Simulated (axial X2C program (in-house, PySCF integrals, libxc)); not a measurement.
ScSe⁻: from the spin-free to the two-component result

Computed with an axial X2C code built on PySCF integrals. Spin-free means the one-electron spin-free X2C Hamiltonian; two-component (2c) means X2C with spin–orbit coupling and atomic mean-field two-electron Coulomb and Gaunt terms, so the difference of the two also holds small scalar two-electron terms. Basis: Se dyall-acv3z [9s10p7d5f1g], Sc dyall-acv3z [11s12p8d5f2g] (cores contracted in-house); Gaussian nuclei, density fitting, unrestricted open shells. Masses: Se 79.917 u, Sc 44.956 u.

Spin-free state: M_S = 0, Λ = 0 (closed shell); fragments Se- + Sc.

| level | Re (Å) | ωe (cm⁻¹) | De (eV) | μ (D) |
| --- | --- | --- | --- | --- |
| PBE0 | 2.308 | 397.1 | 3.859 | -2.12 |
| HF | 2.365 | 391.7 | 2.005 | -1.19 |
| MP2 | 2.348 | 390.0 | 3.790 | n/a |
| CCSD | 2.361 | 385.5 | 3.528 | n/a |
| CCSD(T) | 2.365 | 379.7 | 3.831 | n/a |
| BP86 | 2.322 | 378.1 | 4.276 | -2.47 |

Correlated methods: 10 electrons correlated (number of frozen shells: Se 3 s, 2 p, 1 d; Sc 3 s, 2 p), 366 virtual spin orbitals or spinors in MP2, 88 natural virtuals in coupled cluster.

Dipoles are positive if Sc is the positive end and refer to the centre of mass.

Two-component determinant lowest at the distance of the search:

Ω = 0 (closed shell); fragments Se- + Sc.

```csv
level,Re (Å),ωe (cm⁻¹),De (eV),μ (D)
PBE0,2.309,396.6,3.822,-2.13
HF,2.365,391.2,1.902,-1.19
MP2,2.348,389.6,3.695,n/a
CCSD,2.361,385.2,3.434,n/a
CCSD(T),2.365,379.3,3.735,n/a
BP86,2.322,377.6,4.233,-2.48
```

Question: From the two tables, how do the constants change at the CCSD(T) level (2c against spin-free)?

Answer: At the CCSD(T) level Re is unchanged within 0.001 Å and ωe drops by 0.4 cm⁻¹; De changes by -0.096 eV.

One determinant describes the state; a PBE0 search over occupations chose it and may have missed a lower one. Closed shells are restricted here (equal orbitals for both partners); the stretched side of such a curve lies too high. Dissociation energies refer to the lowest single-determinant-based atoms at the same level and basis. CCSD and (T) use frozen natural virtuals with an MP2 correction for the truncation; (T) itself is uncorrected, so its De runs slightly low. The 2c atoms are single determinants rather than J levels; their spin–orbit lowering is only partly caught, and De is too large by that part. This holds for PBE0, BP86. The functionals have no current-density term, which raises determinants with orbital currents, atoms included. The outer-core s and p shells of the metal are frozen in the correlated rows, which leaves out core–valence correlation; for alkali and alkaline-earth bonds that tends to lengthen them. The highest occupied level of some functionals is positive through self-interaction error; at Hartree–Fock it is bound. The T1 diagnostic is large, a sign of multireference character. With the outer-core shells frozen, correlated bond lengths of heavy atoms tend to come out a few hundredths of an ångström too long. Hartree–Fock gets electron affinities wrong, so its lowest charge split need not be the true one.
